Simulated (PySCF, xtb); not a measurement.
CH5FMoN2, SMILES [CH3][Mo](=[NH])(=[NH])[F], multiplicity 1.

GFN2-xTB (xtb 6.7.1) at its own geometry gives an orbital gap of 2.36 eV and a dipole moment of 2.00 D.

Geometry: PBE0-D3(BJ)/def2-SVP. The multiplicity is an assumed one; no other spin state was optimised. The structure was generated by enumeration; whether it is a known compound was not checked. The def2 effective core potentials stand for the cores of Mo; spin–orbit coupling is left out.

Q: What does CAM-B3LYP/def2-TZVP run with PySCF give? (The exact figures need the calculation; the answer reports its results.)

A: gap 8.54 eV (levels -9.38 and -0.84 eV), dipole 2.57 D.
